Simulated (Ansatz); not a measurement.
System: sum formula WO2Cl, charge 0, multiplicity 2. The spin state was set by rule; other spins were not relaxed. 
Geometry from a B3LYP-D3(BJ)/def2-TZVP (Ansatz, a quantum-chemistry and plane-wave program) optimisation:
```xyz
4

W      0.1475    -0.0759     0.1802
O      1.6072    -0.7789    -0.3676
O     -0.6210    -1.0850     1.3275
Cl    -1.1064     1.2077    -1.2362
```
Charge 0, spin multiplicity 2.

Total electronic energies in hartree. Cores are frozen in the correlated levels unless marked. UHF or UKS for open shells. No spin-orbit coupling. Frozen are the shells of the preceding noble gas and the d and f shells that filled before the atom's block. In def2 rows, elements after Kr have scalar-relativistic effective core potentials. CBS marks a two-point X^-3 extrapolation of the correlation energy; Hartree-Fock from the larger set. [CCSD(T)-MP2]/basis is that difference in the basis named.

The UHF reference is spin-contaminated (<S^2> 0.24 over the pure value in the largest basis). 

```tsv
level	program	energy (Eh)
HF/def2-TZVPP	Ansatz	-675.80327
HF/def2-QZVPP	Ansatz	-675.82437
BLYP-D3(BJ)/def2-TZVPD	Ansatz + dftd3	-677.95836
BLYP/def2-TZVPD	Ansatz	-677.95031
revPBE-D4/def2-TZVPD	Ansatz + dftd4	-677.92546
revPBE/def2-TZVPD	Ansatz	-677.91641
B97M-V/def2-TZVPD	Ansatz	-677.79106
PBE0-D3(BJ)/def2-TZVP	Ansatz + dftd3	-677.63114
PBE0-D4/def2-TZVP	Ansatz + dftd4	-677.63130
PBE0/def2-TZVPD	Ansatz	-677.62996
HSE06-D4/def2-TZVPD	Ansatz + dftd4	-677.61905
LC-wPBE/def2-TZVPD	Ansatz	-677.73819
wB97X-V/def2-TZVPD	Ansatz	-677.78521
B2GP-PLYP-D4/def2-TZVPD	Ansatz + dftd4	-677.42507
B2GP-PLYP/def2-TZVPD	Ansatz	-677.42339
RPA@PBE/def2-TZVPP	Ansatz	-677.05993
MP2/def2-SVPD	Ansatz	-676.17631
RI-MP2/def2-TZVPPD	Ansatz	-676.69866
RI-MP2/def2-QZVPP	Ansatz	-676.77885
RI-MP2/def2-QZVPPD	Ansatz	-676.77998
SCS-MP2/def2-SVPD	Ansatz	-676.12722
SCS-MP2/def2-TZVPP	Ansatz	-676.64439
RI-MP2/CBS(def2-TZVPP,def2-QZVPP)+[CCSD(T)-MP2]/def2-TZVPP	Ansatz	-676.8636
```

Totals of different functionals don't rank their quality; only differences between species are comparable.
